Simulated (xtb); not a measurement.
The xtb input:
```
$ xtb mol.xyz --gfn 1 --chrg 1 --json

# file mol.xyz
16

O      1.48956799     1.61452391     0.15518637
Si     1.50701182     0.02779887     0.34972997
O      1.25954908    -0.36134013     1.87274902
O      2.59193758    -0.86993965    -0.40434432
O      0.14224236    -0.58065139    -0.53135071
Si    -1.50150189    -0.05029107    -0.37031245
O     -1.52908749     1.46163017    -0.86587999
O     -2.10780866    -1.10633613    -1.40413417
O     -1.84890988    -0.14764465     1.18714632
H      1.76563598     2.08404689    -0.62991433
H      0.95017088     0.23561218     2.55121529
H      3.47348946    -1.04637238    -0.08690554
H      0.31366330    -1.28041343    -1.17169890
H     -1.55373757     2.22822375    -0.29657333
H     -2.96304825    -1.03731351    -1.81986332
H     -2.04324055    -0.95082977     1.66691473
```

Q: Estimate the total energy that GFN1-xTB (xtb) returns for this input.

A: -40.482155 Ha

Q: What HOMO-LUMO gap does GFN1-xTB give?

A: 9.49 eV

Q: Predict the partial charges in atom order from GFN1-xTB.

A: O1 -0.48, Si2 0.73, O3 -0.47, O4 -0.49, O5 -0.36, Si6 0.73, O7 -0.47, O8 -0.49, O9 -0.48, H10 0.39, H11 0.40, H12 0.40, H13 0.42, H14 0.40, H15 0.40, H16 0.39
